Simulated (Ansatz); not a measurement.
Species: sum formula HSiO₂Br₂, charge 0, multiplicity 2. It need not be the lowest isomer of its formula. SMILES: [O][Si](Br)(Br)O
Structure (B3LYP-D3(BJ)/def2-TZVP (Ansatz, a quantum-chemistry and plane-wave program) minimum search):
```xyz
6

Si    -0.6610     0.0787     0.2195
Br     0.0083    -0.2890    -1.8777
Br     1.0082     0.1952     1.6363
O     -1.3417     1.5074    -0.1600
O     -1.6398    -1.0812     0.7906
H     -2.4743    -1.2276     0.3323
```
Charge 0, spin multiplicity 2.

Parts of the frozen-core correlation energy in def2-TZVPP (Ansatz, hartree). Frozen orbitals: 35; correlated occupied orbitals by spin: 16 and 15; virtual: 163 and 164. UHF or UKS for open shells. No spin-orbit coupling. No relativistic terms.

| term | value |
|---|---|
| reference (HF) | -5584.30446 |
| MP2 opposite-spin | -0.63479 |
| MP2 same-spin | -0.21817 |
| CCSD correlation | -0.89542 |
| (T) | -0.03564 |
| T1 diagnostic | 0.020 |
| largest doubles amplitude | 0.016 |
| <S^2> of the reference | 0.759 |
